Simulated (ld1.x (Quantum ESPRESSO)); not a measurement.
# Transferability test, RRKJ potential for carbon

ld1.x (Quantum ESPRESSO) 7.5 input, shortened:

```
&input
   title='C', zed=6., rel=1, dft='PBESOL', iswitch=3,
   config='[He] 2s2 2p2'
 /
 &inputp
   pseudotype=2, tm=.false., rho0=0.01, lloc=1,
   nlcc=.false.
 /
2
2S  1  0   2.00   0.00  1.00  1.00  0.0
2P  2  1   2.00   0.00  2.95  2.95  0.0
 &test
   configts(1)='2s2 2p2'
 /
```

Energies are relative to the spin-unpolarised reference configuration 2s2 2p2; without spin polarisation the order of configurations can differ from experiment.

| valence configuration | charge | ΔE all-electron (eV) | error AE − PS (meV) |
| --- | --- | --- | --- |
| 2s2 2p0 | +2 | 34.807 | +975 |
| 2s0 2p4 | 0 | 16.873 | -125 |
| 2s2 2p1.5 | +0.5 | 3.933 | +9.3 |
| 2s2 2p2.3 | -0.3 | -1.144 | -1.3 |
| 2s1 2p3 | 0 | 8.427 | -32 |

Problem. What are ΔE and the potential's error for 2s1 2p0?

Solution. ΔE = 82.771 eV all-electron; the error (AE − PS) is +1962 meV.

Problem. What are ΔE and the potential's error for 2s2 2p1?

Solution. ΔE = 10.789 eV all-electron; the error (AE − PS) is +93 meV.

Levels in the configuration 2s2 2p1:

| level | all-electron (eV) | pseudo (eV) |
| --- | --- | --- |
| 2s | -25.620 | -25.546 |
| 2p | -16.907 | -16.595 |
